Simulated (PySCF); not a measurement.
Computed shifts of a molecule CH7FOSi2, PBE/pcSseg-1 run with PySCF, GIAO, gas phase, atoms alike by connectivity averaged where their shifts nearly agree, in ppm (number of nuclei): ²⁹Si: -0.5 (1), -74.4 (1). ¹⁹F: -157.9 (1). ¹³C: -3.4 (1). ¹H: 5.79 (1), 4.50 (3), 2.67 (1), 0.89 (1), 0.44 (1). References: ¹⁷O against H2O (σ = 334.3 ppm); ²⁹Si against TMS (σ = 335.4 ppm); ¹⁹F against CFCl3 (σ = 133.6 ppm); ¹³C against TMS (σ = 182.0 ppm); ¹H against TMS (σ = 31.49 ppm), references at their B3LYP-D3(BJ)/def2-TZVP geometries, non-relativistic. Geometry: PBE-D3(BJ)/def2-SVP. One conformer was computed; it need not be the lowest.

Problem. Pick the molecule that these values belong to.
A) O[Si@@H](F)C[SiH3]
B) F[SiH2]OC[SiH3]
C) F[SiH2]CO[SiH3]
D) O[SiH2][SiH2]CF

Solution. A, O[Si@@H](F)C[SiH3]
